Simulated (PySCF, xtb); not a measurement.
Hf(OH)2(H)2 (H4HfO2), SMILES [OH][HfH2][OH], multiplicity 1.

GFN2-xTB run with xtb at its own geometry gives an orbital gap of 4.31 eV and a dipole moment of 1.49 D.

Coordinates come from a PBE0-D3(BJ)/def2-TZVP optimisation. The multiplicity is an assumed one; other spin states were not compared. The def2 effective core potentials stand for the cores of Hf; spin–orbit coupling is left out. The values are those of a single conformer.

Problem. What does ωB97X/def2-TZVPD (PySCF) give? (An estimate is asked for; the answer gives what the named calculation found.)

Solution. gap 11.02 eV (levels -10.18 and 0.84 eV), dipole 3.27 D.
